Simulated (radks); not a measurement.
Question: The mean radii <r> (bohr) of the occupied orbitals of an atom or ion are listed with their occupations. Calculated with a radial shooting solver on a logarithmic mesh with Libxc functionals: scalar-relativistic Kohn-Sham, PBEsol, spin-polarised, spherical densities, point nucleus.

orbital  occ.      <r>
1s down     1  0.01932
1s up       1  0.01932
2s up       1  0.08185
2s down     1  0.08185
2p up       3  0.07293
2p down     3  0.07293
3s down     1   0.2127
3s up       1   0.2127
3p down     3   0.2124
3p up       3   0.2124
3d up       5   0.1925
3d down     5   0.1925
4s up       1   0.4780
4s down     1   0.4780
4p up       3   0.5080
4p down     3   0.5080
4d up       5   0.5477
4d down     5   0.5476
5s up       1    1.172
5s down     1    1.170
5p up       3    1.397
5p down     3    1.392
4f up       7   0.7263
4f down     7   0.7231
6s up       1    3.601
6s down     1    3.671
5d up       1    2.867

Name the element and its charge. Open shells, if any, are filled with parallel spins first.

Answer: Z = 71, lutetium, charge 0: Lu in [Xe] 4f14 5d1 6s2. The 1s radius gives Z: for a bare nucleus <r> = (2 gamma + 1)/(2Z) with gamma = sqrt(1 - (Z/c)^2), 0.01909 bohr for Z = 71, and screening makes it slightly larger (0.01932 here). The occupations add up to 71, and the charge is Z minus that.
